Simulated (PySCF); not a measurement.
How methods differ on the excitation energy of O

O [He] 2s2 2p4 (3P) → O [He] 2s1 2p5 (3P), as a difference of total energies. All numbers are calculated (PySCF 2.14, no relativity, point nucleus, in aug-cc-pVTZ with one added diffuse shell each of s, p, d, f type (6s5p4d3f, 62 functions)). Correlated levels: valence: 1s2 frozen. The calculations carry no spin-orbit coupling.

```json
{"method": "UHF", "excitation energy (eV)": "16.876"}
{"method": "LDA", "excitation energy (eV)": "14.313"}
{"method": "PBE", "excitation energy (eV)": "14.516"}
{"method": "PBE0", "excitation energy (eV)": "15.163"}
{"method": "r2SCAN", "excitation energy (eV)": "15.156"}
{"method": "BP86", "excitation energy (eV)": "14.512"}
{"method": "BLYP", "excitation energy (eV)": "14.444"}
{"method": "PW91", "excitation energy (eV)": "14.509"}
{"method": "CAM-B3LYP", "excitation energy (eV)": "15.074"}
{"method": "MP2 (valence)", "excitation energy (eV)": "16.012"}
{"method": "SCS-MP2 (valence)", "excitation energy (eV)": "15.945"}
```

**Question.** How much does correlation contribute at MP2 (valence)?

**Answer.** 16.012 − (16.876) = -0.864 eV, measured against UHF.

The upper state lies above the first ionisation limit, where it may autoionise and the basis confines it.
